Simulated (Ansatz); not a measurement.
`N#CCBr` + HI → `BrCI` + `C#N` at 298.15 K and 1 bar (substitution at a C–C bond).

Isolated molecules relaxed with PBE0-D4/def2-TZVP in Ansatz; ΔE leaves out vibrations. CBS: MP2 limit from def2 TZ/QZ plus the TZ coupled-cluster correction, frozen cores. This one scheme is used for every species. def2 core potentials past Kr. For Br, I outer-core shells are correlated without core-valence functions, which leaves a few kJ/mol of doubt a bond. Scalar relativity is left out up to krypton.

```json
{"species": "`N#CCBr`", "CCSD(T)/CBS energy (Eh)": "-2705.30005", "H − E (kJ/mol)": "109.9", "S (J/(mol·K))": "296.8"}
{"species": "HI", "CCSD(T)/CBS energy (Eh)": "-298.03592", "H − E (kJ/mol)": "22.7", "S (J/(mol·K))": "206.5"}
{"species": "`BrCI`", "CCSD(T)/CBS energy (Eh)": "-2910.00605", "H − E (kJ/mol)": "85.8", "S (J/(mol·K))": "307.1"}
{"species": "`C#N`", "CCSD(T)/CBS energy (Eh)": "-93.32098", "H − E (kJ/mol)": "52.4", "S (J/(mol·K))": "201.2"}
```

H − E and S are ideal-gas, rigid-rotor, harmonic terms from PBE0-D4/def2-TZVP. 1 Eh = 2625.50 kJ/mol, R = 8.31446 J/(mol·K).

**Question.** By hand: ΔE, ΔH, ΔS and ΔG.

**Answer.** ΔE = (-2910.00605) + (-93.32098) − (-2705.30005) − (-298.03592) = 0.00894 Eh = 23.5 kJ/mol. Δ(H − E) = 85.8 + 52.4 − 109.9 − 22.7 = 5.6, so ΔH = 29.1 kJ/mol. ΔS = 307.1 + 201.2 − 296.8 − 206.5 = 5.0 J/(mol·K). ΔG = 29.1 − 298.15 × (5.0)/1000 = 27.6 kJ/mol.

**Question.** By hand: the equilibrium constant, and the temperature at which ΔG would vanish if ΔH and ΔS stayed fixed.

**Answer.** log₁₀ K = −ΔG/(RT ln 10) = -4.8. ΔG = 0 at ΔH/ΔS = 5820 K, far beyond where these terms or the molecules hold.

The number of gas molecules stays the same, so ΔS is small and ΔH decides. A doubt of 5 kJ/mol in ΔE shifts log₁₀ K by 0.9 here. These are equilibria of isolated gas molecules and say nothing of rates. Largest T1 diagnostic: 0.014 (customary marks: 0.02 for closed shells, 0.045 for open ones).
